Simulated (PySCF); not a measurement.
**Question.** What does the GFN2-xTB structure of `O=S(=O)([O-])c1ccoc1` look like in three dimensions? (Charge -1.)

**Answer.** 
Z-matrix in Å and degrees, rows numbered from 1:
```
O 
S   1  1.4596
O   2  1.4591  1  114.51
O   2  1.4610  1  114.37  3  -134.66
C   2  1.8094  1  103.90  3   113.86
C   5  1.4172  2  127.99  1  -157.25
C   6  1.3589  5  106.29  2  -176.93
O   7  1.3514  6  110.74  5     0.14
C   5  1.3538  2  126.26  1    26.67
H   6  1.0701  5  125.69  2     3.51
H   7  1.0738  6  132.61  5  -179.87
H   9  1.0706  5  131.07  2    -3.40
```

C6 (aromatic CH carbon) is planar (angles 128.0°, 125.7° and 106.3°, sum 360.0°, 0.00 Å off the plane of its three neighbours). C5 (substituted aromatic carbon) is planar (angles 128.0°, 126.3° and 105.7°, sum 359.9°, 0.03 Å off the plane of its three neighbours). C9 (aromatic CH next to a ring oxygen) is planar (angles 131.1°, 117.7° and 111.2°, sum 360.0°, 0.00 Å off the plane of its three neighbours). The 5-membered ring C5–C6–C7–O8–C9 has internal angles of 105.7° to 111.2°; it is planar, 0.00 Å rms from its mean plane, widest ring torsion 0°.

Computed geometry: GFN2-xTB, gas phase.

Point group: C1 (no symmetry element, even within 0.4 Å). Not checked by GFN2-xTB frequencies.
